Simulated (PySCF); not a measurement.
Field gradients at the hydrogen positions

C5H13FSSi.
SMILES with atom numbers: `[CH3:1][Si@H:2]([F:3])[C:4]([CH3:5])([CH3:6])[CH2:7][SH:8]` (hydrogens: H9, H10, H11 on C1; H12 on Si2; H13, H14, H15 on C5; H16, H17, H18 on C6; H19, H20 on C7; H21 on S8)

Structure used (GFN2-xTB), in Å, numbered top down from 1:
```xyz
21
C5H13FSSi angstrom
C      2.754   -0.159   -0.167
Si     1.150   -1.056    0.273
F      0.953   -2.253   -0.804
C     -0.407    0.057    0.110
C     -0.355    1.209    1.115
C     -0.503    0.631   -1.307
C     -1.623   -0.821    0.404
S     -3.243    0.035    0.335
H      2.946    0.675    0.499
H      2.734    0.222   -1.184
H      3.595   -0.841   -0.092
H      1.190   -1.748    1.556
H      0.480    1.871    0.899
H     -1.275    1.791    1.067
H     -0.244    0.834    2.131
H      0.374    1.232   -1.538
H     -1.377    1.274   -1.401
H     -0.576   -0.167   -2.044
H     -1.679   -1.663   -0.285
H     -1.577   -1.206    1.422
H     -3.326    0.098   -0.991
```

Level: PBE0/pcSseg-1 (PySCF, non-relativistic); Q(2H) = 0.00286 b; rigid geometry, the same for H and D, with no vibrational averaging.

Question: Rank these positions by the coupling χzz of a deuteron there, largest first.
A. H21 (S–H hydrogen)
B. H17 (methyl hydrogen)
C. H12 (Si–H hydrogen)
D. H16 (methyl hydrogen)
E. H11 (methyl hydrogen)

Answer: E (219 kHz), D (213 kHz), B (208 kHz), A (167 kHz), C (110 kHz).

Question: Tabulate Vzz, the asymmetry η and χzz = 234.96 MHz × Q × Vzz for every hydrogen position.

Answer: 
| atom | bonded to | bond length (Å) | Vzz (au) | η | χzz (kHz) |
| --- | --- | --- | --- | --- | --- |
| H9 | C1 | 1.085 | 0.3272 | 0.01 | 220 |
| H10 | C1 | 1.086 | 0.3237 | 0.01 | 218 |
| H11 | C1 | 1.085 | 0.3256 | 0.01 | 219 |
| H12 | Si2 | 1.458 | 0.1636 | 0.00 | 110 |
| H13 | C5 | 1.087 | 0.3171 | 0.02 | 213 |
| H14 | C5 | 1.089 | 0.3056 | 0.01 | 205 |
| H15 | C5 | 1.088 | 0.3147 | 0.02 | 211 |
| H16 | C6 | 1.088 | 0.3163 | 0.02 | 213 |
| H17 | C6 | 1.090 | 0.3092 | 0.01 | 208 |
| H18 | C6 | 1.089 | 0.3114 | 0.01 | 209 |
| H19 | C7 | 1.089 | 0.3045 | 0.03 | 205 |
| H20 | C7 | 1.090 | 0.3046 | 0.05 | 205 |
| H21 | S8 | 1.330 | 0.2487 | 0.17 | 167 |

Question: Average by the element that carries the hydrogen.

Answer: on C: 211 kHz over 11 positions, mean bond length 1.088 Å; on Si: 110 kHz over 1 position, mean bond length 1.458 Å; on S: 167 kHz over 1 position, mean bond length 1.330 Å.

Geometry: GFN2-xTB, one conformer, isolated molecule. GFN2-xTB bond lengths can be off by several hundredths of an ångström, more for odd bonds, and the gradients follow them. With a basis this small, the couplings can be 20 % off.
